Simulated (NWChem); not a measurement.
System: SnH₂I₂; SMILES [I][SnH2][I]

Parts of the log:

```
             Northwest Computational Chemistry Package (NWChem) 7.3.0
             --------------------------------------------------------

 C2V symmetry detected

                             Geometry "geometry" -> ""
                             -------------------------

 Output coordinates in angstroms (scale by  1.889725989 to convert to a.u.)

  No.       Tag          Charge          X              Y              Z
 ---- ---------------- ---------- -------------- -------------- --------------
    1 Sn                  50.0000     0.00000000     0.00000000    -1.03255380
    2 I                   53.0000    -2.19346800     0.00000000     0.52373720
    3 I                   53.0000     2.19346800     0.00000000     0.52373720
    4 H                    1.0000     0.00000000     1.44174600    -1.94422680
    5 H                    1.0000     0.00000000    -1.44174600    -1.94422680

 Effective nuclear repulsion energy (a.u.)    1443.9964540334

      Symmetry information
      --------------------

 Group name             C2v
 Group number             16
 Group order               4
 No. of unique centers     3

 Summary of "ao basis" -> "ao basis" (spherical)
 ------------------------------------------------------------------------------
       Tag                 Description            Shells   Functions and Types
 ---------------- ------------------------------  ------  ---------------------
 Sn                         def2-svp                10       26   4s4p2d
 I                          def2-svp                10       26   4s4p2d
 H                          def2-svp                 3        5   2s1p

      Symmetry analysis of basis
      --------------------------

        a1         34
        a2         11
        b1         25
        b2         18

            General Information
            -------------------
          SCF calculation type: DFT
          Wavefunction type:  closed shell.
          No. of atoms     :     5
          No. of electrons :    74
           Alpha electrons :    37
            Beta electrons :    37
          Charge           :     0
          Spin multiplicity:     1
          Use of symmetry is: on ; symmetry adaption is: on
          Maximum number of iterations: 150
          AO basis - number of functions:    88
                     number of shells:    36
          Convergence on energy requested:  1.00D-06
          Convergence on density requested:  1.00D-05
          Convergence on gradient requested:  5.00D-04

              XC Information
              --------------
          PerdewBurkeErnzerhof Exchange Functional  1.000
            Perdew 1991 LDA Correlation Functional  1.000 local
           PerdewBurkeErnz. Correlation Functional  1.000 non-local

             Grid Information
             ----------------
          Grid used for XC integration:  medium
          Radial quadrature: Mura-Knowles
          Angular quadrature: Lebedev.
          Tag              B.-S. Rad. Rad. Pts. Rad. Cut. Ang. Pts.
          ---              ---------- --------- --------- ---------
          Sn                  1.45      123          10.0       590
          I                   1.40      123          12.0       590
          H                   0.35       45          10.0       434
          Grid pruning is: on
          Number of quadrature shells:   291
          Spatial weights used:  Erf1

      Superposition of Atomic Density Guess
      -------------------------------------

 Sum of atomic energies:        -944.34854077

      Non-variational initial energy
      ------------------------------

 Total energy =    -807.978113
 1-e energy   =   -2051.904223
 2-e energy   =     923.580794
 HOMO         =      -0.326881
 LUMO         =      -0.022693

      Symmetry analysis of molecular orbitals - initial
      -------------------------------------------------

  Numbering of irreducible representations:

     1 a1          2 a2          3 b1          4 b2

  Orbital symmetries:

     1 b1          2 a1          3 a1          4 a1          5 b1
     6 a1          7 b2          8 a2          9 b1         10 b2
    11 a1         12 b1         13 a1         14 b1         15 a1
    16 b2         17 a2         18 b1         19 a1         20 b2
    21 a2         22 b1         23 b2         24 a1         25 b1
    26 a2         27 a1         28 a1         29 b1         30 a1
    31 b2         32 b1         33 a1         34 a2         35 a1
    36 b1         37 b2         38 a1         39 b1         40 a1
    41 b2         42 a1         43 b1         44 a1         45 b2
    46 a1         47 a2

   convergence    iter        energy       DeltaE   RMS-Dens  Diis-err
 ---------------- ----- ----------------- --------- --------- ---------
 d= 0,ls=0.0,diis     1   -810.8636300812 -1.13D+03  2.36D-02  3.58D-01
 d= 0,ls=0.0,diis     2   -810.7254610680  1.38D-01  1.52D-02  1.05D+00
 d= 0,ls=0.0,diis     3   -810.9313682666 -2.06D-01  2.40D-03  1.97D-02
 d= 0,ls=0.0,diis     4   -810.9346051891 -3.24D-03  7.29D-04  1.44D-03
 d= 0,ls=0.0,diis     5   -810.9348050203 -2.00D-04  1.82D-04  1.39D-04
  Resetting Diis
 d= 0,ls=0.0,diis     6   -810.9348268391 -2.18D-05  3.74D-05  6.22D-06
 d= 0,ls=0.0,diis     7   -810.9348283733 -1.53D-06  1.32D-05  1.74D-07
 d= 0,ls=0.0,diis     8   -810.9348283474  2.58D-08  8.45D-06  3.11D-07

         Total DFT energy =     -810.934828347449
      One electron energy =    -2052.787633752188
           Coulomb energy =      984.736110737578
    Exchange-Corr. energy =      -63.228621827057
 Nuclear repulsion energy =      320.345316494218

 Numeric. integr. density =       74.000008922367

                  Occupations of the irreducible representations
                  ----------------------------------------------

                     irrep           alpha         beta
                     --------     --------     --------
                     a1               14.0         14.0
                     a2                5.0          5.0
                     b1               11.0         11.0
                     b2                7.0          7.0

                       DFT Final Molecular Orbital Analysis
                       ------------------------------------

 Vector   35  Occ=2.000000D+00  E=-2.425032D-01  Symmetry=a2
              MO Center=  2.8D-13, -4.3D-16,  4.9D-01, r^2= 6.7D+00
   Bfn.  Coefficient  Atom+Function         Bfn.  Coefficient  Atom+Function
  ----- ------------  ---------------      ----- ------------  ---------------
    38      0.430811  2 I  py                64     -0.430811  3 I  py
    41      0.389809  2 I  py                67     -0.389809  3 I  py
    35     -0.175549  2 I  py                61      0.175549  3 I  py
    32     -0.142078  2 I  py                58      0.142078  3 I  py
    17      0.054632  1 Sn d -2              22     -0.049259  1 Sn d -2

 Vector   36  Occ=2.000000D+00  E=-2.405648D-01  Symmetry=b2
              MO Center= -2.9D-13,  3.2D-15,  2.7D-01, r^2= 6.8D+00
   Bfn.  Coefficient  Atom+Function         Bfn.  Coefficient  Atom+Function
  ----- ------------  ---------------      ----- ------------  ---------------
    38      0.411434  2 I  py                64      0.411434  3 I  py
    41      0.364114  2 I  py                67      0.364114  3 I  py
    35     -0.167078  2 I  py                61     -0.167078  3 I  py
    80     -0.136229  4 H  s                 85      0.136229  5 H  s
    32     -0.135244  2 I  py                58     -0.135244  3 I  py

 Vector   37  Occ=2.000000D+00  E=-2.380572D-01  Symmetry=b1
              MO Center= -8.9D-14, -6.9D-16,  4.7D-01, r^2= 6.9D+00
   Bfn.  Coefficient  Atom+Function         Bfn.  Coefficient  Atom+Function
  ----- ------------  ---------------      ----- ------------  ---------------
    37      0.329142  2 I  px                63      0.329142  3 I  px
    39      0.293658  2 I  pz                40      0.292888  2 I  px
    65     -0.293658  3 I  pz                66      0.292888  3 I  px
    42      0.259728  2 I  pz                68     -0.259728  3 I  pz
    34     -0.133047  2 I  px                60     -0.133047  3 I  px

 Vector   38  Occ=0.000000D+00  E=-1.079967D-01  Symmetry=a1
              MO Center=  4.6D-16,  1.6D-15, -2.9D-01, r^2= 6.3D+00
   Bfn.  Coefficient  Atom+Function         Bfn.  Coefficient  Atom+Function
  ----- ------------  ---------------      ----- ------------  ---------------
     3      0.742541  1 Sn s                  4      0.586935  1 Sn s
    40     -0.438043  2 I  px                66      0.438043  3 I  px
    16      0.353459  1 Sn pz                13      0.293135  1 Sn pz
    80     -0.279084  4 H  s                 85     -0.279084  5 H  s
    37     -0.274046  2 I  px                63      0.274046  3 I  px

 Vector   39  Occ=0.000000D+00  E=-6.268797D-02  Symmetry=b1
              MO Center=  1.1D-14, -1.1D-15, -8.2D-01, r^2= 6.0D+00
   Bfn.  Coefficient  Atom+Function         Bfn.  Coefficient  Atom+Function
  ----- ------------  ---------------      ----- ------------  ---------------
    14      0.921724  1 Sn px                11      0.527531  1 Sn px
    42     -0.383484  2 I  pz                68      0.383484  3 I  pz
    30      0.334464  2 I  s                 56     -0.334464  3 I  s
    40      0.285417  2 I  px                66      0.285417  3 I  px
    39     -0.192205  2 I  pz                65      0.192205  3 I  pz

 Vector   40  Occ=0.000000D+00  E=-2.231233D-02  Symmetry=a1
              MO Center=  7.2D-15,  1.8D-14, -1.5D+00, r^2= 4.5D+00
   Bfn.  Coefficient  Atom+Function         Bfn.  Coefficient  Atom+Function
  ----- ------------  ---------------      ----- ------------  ---------------
    16      1.004190  1 Sn pz                80      0.802583  4 H  s
    85      0.802583  5 H  s                  3     -0.505800  1 Sn s
     4     -0.502771  1 Sn s                 13      0.391010  1 Sn pz
    79      0.218303  4 H  s                 84      0.218303  5 H  s
    40     -0.197796  2 I  px                66      0.197796  3 I  px

     Multipole analysis of the density
     ---------------------------------

     L   x y z        total         alpha         beta         nuclear
     -   - - -        -----         -----         ----         -------
     0   0 0 0     -0.000000    -37.000000    -37.000000     74.000000

     1   1 0 0      0.000000      0.000000      0.000000      0.000000
     1   0 1 0     -0.000000     -0.000000     -0.000000      0.000000
     1   0 0 1     -0.668372      0.060556      0.060556     -0.789484

     2   2 0 0    -60.477199   -459.775309   -459.775309    859.073420
     2   1 1 0     -0.000000     -0.000000     -0.000000      0.000000
     2   1 0 1      0.000000      0.000000      0.000000      0.000000
     2   0 2 0    -59.683741    -37.264797    -37.264797     14.845854
     2   0 1 1     -0.000000     -0.000000     -0.000000      0.000000
     2   0 0 2    -57.038607   -108.387496   -108.387496    159.736385

                                 NWChem DFT Module
                                 -----------------

      Symmetry analysis of basis
      --------------------------

        a1         34
        a2         11
        b1         25
        b2         18

            General Information
            -------------------
          SCF calculation type: DFT
          Wavefunction type:  spin polarized.
          No. of atoms     :     5
          No. of electrons :    73
           Alpha electrons :    37
            Beta electrons :    36
          Charge           :     1
          Spin multiplicity:     2
          Use of symmetry is: on ; symmetry adaption is: on
          Maximum number of iterations: 150
          AO basis - number of functions:    88
                     number of shells:    36
          Convergence on energy requested:  1.00D-06
          Convergence on density requested:  1.00D-05
          Convergence on gradient requested:  5.00D-04

              XC Information
              --------------
          PerdewBurkeErnzerhof Exchange Functional  1.000
            Perdew 1991 LDA Correlation Functional  1.000 local
           PerdewBurkeErnz. Correlation Functional  1.000 non-local

             Grid Information
             ----------------
          Grid used for XC integration:  medium
          Radial quadrature: Mura-Knowles
          Angular quadrature: Lebedev.
          Tag              B.-S. Rad. Rad. Pts. Rad. Cut. Ang. Pts.
          ---              ---------- --------- --------- ---------
          Sn                  1.45      123          10.0       590
          I                   1.40      123          12.0       590
          H                   0.35       45          10.0       434
          Grid pruning is: on
          Number of quadrature shells:   291
          Spatial weights used:  Erf1

      Superposition of Atomic Density Guess
      -------------------------------------

 Sum of atomic energies:        -944.34854077

 Renormalizing density from      74.00 to     73

      Non-variational initial energy
      ------------------------------

 Total energy =    -805.042661
 1-e energy   =   -2024.175788
 2-e energy   =     898.787811
 HOMO         =      -0.554196
 LUMO         =      -0.270248

   Symmetry analysis of molecular orbitals - initial alpha
   -------------------------------------------------------

  Numbering of irreducible representations:

     1 a1          2 a2          3 b1          4 b2

  Orbital symmetries:

     1 b1          2 a1          3 a1          4 a1          5 b1
     6 a1          7 b1          8 b2          9 a2         10 b2
    11 b1         12 a1         13 a1         14 b1         15 a1
    16 b1         17 b2         18 a2         19 a1         20 b2
    21 a2         22 b1         23 a1         24 b2         25 b1
    26 a2         27 a1         28 a1         29 b1         30 a1
    31 b1         32 a1         33 b2         34 a2         35 a1
    36 b1         37 b2         38 a1         39 b1         40 a1
    41 b2         42 a1         43 b1         44 a1         45 b2
    46 a2         47 a1

   Symmetry analysis of molecular orbitals - initial beta
   ------------------------------------------------------

  Numbering of irreducible representations:

     1 a1          2 a2          3 b1          4 b2

  Orbital symmetries:

     1 b1          2 a1          3 a1          4 a1          5 b1
     6 a1          7 b1          8 b2          9 a2         10 b2
    11 b1         12 a1         13 a1         14 b1         15 a1
    16 b1         17 b2         18 a2         19 a1         20 b2
    21 a2         22 b1         23 a1         24 b2         25 b1
    26 a2         27 a1         28 a1         29 b1         30 a1
    31 b1         32 a1         33 b2         34 a2         35 a1
    36 b1         37 b2         38 a1         39 b1         40 a1
    41 b2         42 a1         43 b1         44 a1         45 b2
    46 a2         47 a1

[...]
```

Level: PBE/def2-SVP with def2 effective core potentials on Sn, I, vertical spin-unrestricted ions. Structure relaxed at the PBE0/def2-SVP level. def2 effective core potentials on Sn, I; no spin-orbit coupling.

### Question
Reconstruct the input file.

### Answer
One answer among several that fit: the input that was run:
```
start job
memory heap 200 mb stack 900 mb global 1100 mb
geometry units angstroms noautoz
  Sn     0.000000     0.000000    -1.044324
  I     -2.193468     0.000000     0.511967
  I      2.193468     0.000000     0.511967
  H      0.000000     1.441746    -1.955997
  H      0.000000    -1.441746    -1.955997
end
basis spherical
  Sn library def2-svp
  I library def2-svp
  H library def2-svp
end
ecp
  Sn library def2-ecp
  I library def2-ecp
end
dft
  xc xpbe96 cpbe96
  iterations 150
  vectors input atomic output neutral.movecs
end
task dft energy
charge 1
dft
  odft
  mult 2
  vectors input atomic output cation.movecs
end
task dft energy
```
